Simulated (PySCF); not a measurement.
# Basis-set dependence of population analyses: `CC(=O)[SiH2]F`

C₂H₅FOSi.
Geometry (PBE0-D3(BJ)/def2-SVP, Å), atoms numbered from 1 in this order:
```xyz
10
C2H5FOSi angstrom
C     -1.483    0.090    0.149
C     -0.239   -0.062   -0.673
O     -0.247   -0.193   -1.879
Si     1.512   -0.066    0.122
F      1.397    0.159    1.732
H     -1.527   -0.704    0.913
H     -2.374    0.051   -0.494
H     -1.452    1.045    0.700
H      2.151   -1.385   -0.134
H      2.308    1.046   -0.461
```

PBE0 throughout (PySCF), one geometry, spherical d and f functions. Isolated species at its PBE0-D3(BJ)/def2-SVP geometry (one conformer only). Atoms taken as equivalent share a column and are averaged.

Mulliken charges (e):

```
        basis  functions      C1      C2      O3     Si4      F5  H6/H7/H8  H9/H10
     pcSseg-0         59  -0.685  -0.126  -0.433  +1.092  -0.502    +0.265  -0.071
       6-31G*         84  -0.612  +0.212  -0.381  +0.710  -0.417    +0.212  -0.074
      cc-pVDZ         99  -0.064  -0.070  -0.213  +0.576  -0.333    +0.074  -0.058
     def2-SVP         99  -0.046  -0.146  -0.226  +0.708  -0.360    +0.073  -0.076
     pcSseg-1        117  -0.270  -0.077  -0.342  +0.889  -0.437    +0.145  -0.100
  aug-cc-pVDZ        164  +0.342  +0.258  -0.559  +0.308  -0.619    -0.062  +0.227
6-311+G(2d,p)        173  -0.665  +0.256  -0.362  +0.790  -0.455    +0.177  -0.048
    def2-TZVP        191  -0.346  +0.084  -0.275  +0.473  -0.333    +0.142  -0.016
      cc-pVTZ        224  -0.271  +0.073  -0.254  +0.494  -0.304    +0.114  -0.040
     IGLO-III        234  -0.399  +0.168  -0.400  +1.046  -0.501    +0.137  -0.162
```

IAO charges (e):

```csv
basis,functions,C1,C2,O3,Si4,F5,H6/H7/H8,H9/H10
pcSseg-0,59,-0.478,+0.087,-0.335,+0.873,-0.494,+0.172,-0.085
6-31G*,84,-0.469,+0.128,-0.375,+0.993,-0.529,+0.165,-0.123
cc-pVDZ,99,-0.469,+0.134,-0.369,+0.975,-0.528,+0.165,-0.118
def2-SVP,99,-0.459,+0.125,-0.369,+0.992,-0.527,+0.162,-0.124
pcSseg-1,117,-0.467,+0.129,-0.382,+1.004,-0.538,+0.166,-0.122
aug-cc-pVDZ,164,-0.477,+0.145,-0.392,+0.984,-0.542,+0.170,-0.114
"6-311+G(2d,p)",173,-0.480,+0.138,-0.393,+1.014,-0.546,+0.171,-0.122
def2-TZVP,191,-0.480,+0.136,-0.392,+1.026,-0.548,+0.170,-0.126
cc-pVTZ,224,-0.482,+0.137,-0.388,+1.013,-0.544,+0.170,-0.123
IGLO-III,234,-0.482,+0.136,-0.394,+1.024,-0.548,+0.171,-0.125
```

Hirshfeld charges (e):

```tsv
basis	functions	C1	C2	O3	Si4	F5	H6/H7/H8	H9/H10
pcSseg-0	59	-0.111	+0.082	-0.210	+0.441	-0.234	+0.053	-0.064
6-31G*	84	-0.098	+0.084	-0.218	+0.396	-0.210	+0.056	-0.062
cc-pVDZ	99	-0.115	+0.081	-0.203	+0.403	-0.202	+0.056	-0.066
def2-SVP	99	-0.119	+0.087	-0.212	+0.413	-0.204	+0.057	-0.067
pcSseg-1	117	-0.121	+0.085	-0.218	+0.421	-0.212	+0.058	-0.064
aug-cc-pVDZ	164	-0.127	+0.076	-0.220	+0.425	-0.216	+0.062	-0.061
6-311+G(2d,p)	173	-0.119	+0.074	-0.223	+0.429	-0.218	+0.061	-0.062
def2-TZVP	191	-0.123	+0.077	-0.220	+0.417	-0.208	+0.061	-0.063
cc-pVTZ	224	-0.124	+0.080	-0.216	+0.412	-0.205	+0.060	-0.064
IGLO-III	234	-0.129	+0.079	-0.222	+0.417	-0.207	+0.061	-0.060
```

ESP-fitted charges (e):

```
        basis  functions      C1      C2      O3     Si4      F5  H6/H7/H8  H9/H10
     pcSseg-0         59  -0.464  +0.441  -0.484  +0.698  -0.363    +0.141  -0.125
       6-31G*         84  -0.448  +0.463  -0.436  +0.405  -0.256    +0.135  -0.067
      cc-pVDZ         99  -0.406  +0.431  -0.418  +0.417  -0.268    +0.125  -0.066
     def2-SVP         99  -0.393  +0.439  -0.438  +0.460  -0.274    +0.121  -0.078
     pcSseg-1        117  -0.410  +0.459  -0.466  +0.515  -0.300    +0.126  -0.088
  aug-cc-pVDZ        164  -0.429  +0.483  -0.472  +0.417  -0.277    +0.134  -0.062
6-311+G(2d,p)        173  -0.443  +0.479  -0.474  +0.441  -0.285    +0.138  -0.066
    def2-TZVP        191  -0.450  +0.478  -0.462  +0.427  -0.271    +0.138  -0.068
      cc-pVTZ        224  -0.432  +0.456  -0.446  +0.423  -0.264    +0.134  -0.069
     IGLO-III        234  -0.434  +0.472  -0.464  +0.413  -0.268    +0.136  -0.063
```

Some averages cover members that differ in this geometry, most widely: H6/H7/H8, Mulliken in aug-cc-pVDZ -0.141 to -0.019; H6/H7/H8, ESP-fitted in pcSseg-0 +0.128 to +0.165 e.

Question: Which scheme is steadiest as the basis changes?

Answer: Largest range over the bases for any column: Hirshfeld 0.05 e, IAO 0.15 e, ESP-fitted 0.29 e, Mulliken 1.03 e. Hirshfeld charges move least and Mulliken charges most, counted in e.

Question: How much do the charges still move between the two largest bases, cc-pVTZ and IGLO-III?

Answer: At most, over all atoms: Mulliken 0.552 e, IAO 0.011 e, Hirshfeld 0.007 e, ESP-fitted 0.018 e.

Question: What do the same runs give for the total energy, the frontier levels and the dipole moment?

Answer: 
```json
{"basis": "pcSseg-0", "energy (Eh)": "-542.4736", "HOMO (eV)": "-7.30", "LUMO (eV)": "-1.44", "μ (D)": "1.05"}
{"basis": "6-31G*", "energy (Eh)": "-543.4008", "HOMO (eV)": "-6.94", "LUMO (eV)": "-1.09", "μ (D)": "1.21"}
{"basis": "cc-pVDZ", "energy (Eh)": "-543.4310", "HOMO (eV)": "-6.98", "LUMO (eV)": "-1.18", "μ (D)": "1.06"}
{"basis": "def2-SVP", "energy (Eh)": "-543.1401", "HOMO (eV)": "-7.08", "LUMO (eV)": "-1.28", "μ (D)": "1.17"}
{"basis": "pcSseg-1", "energy (Eh)": "-543.3941", "HOMO (eV)": "-7.22", "LUMO (eV)": "-1.41", "μ (D)": "1.20"}
{"basis": "aug-cc-pVDZ", "energy (Eh)": "-543.4570", "HOMO (eV)": "-7.23", "LUMO (eV)": "-1.52", "μ (D)": "1.28"}
{"basis": "6-311+G(2d,p)", "energy (Eh)": "-543.5205", "HOMO (eV)": "-7.27", "LUMO (eV)": "-1.57", "μ (D)": "1.28"}
{"basis": "def2-TZVP", "energy (Eh)": "-543.5471", "HOMO (eV)": "-7.20", "LUMO (eV)": "-1.48", "μ (D)": "1.29"}
{"basis": "cc-pVTZ", "energy (Eh)": "-543.5347", "HOMO (eV)": "-7.15", "LUMO (eV)": "-1.41", "μ (D)": "1.27"}
{"basis": "IGLO-III", "energy (Eh)": "-543.5519", "HOMO (eV)": "-7.23", "LUMO (eV)": "-1.53", "μ (D)": "1.33"}
```

The dipole is fixed by the density alone, so its range of 0.28 D shows that the density itself changes with the basis, not only its division among atoms.
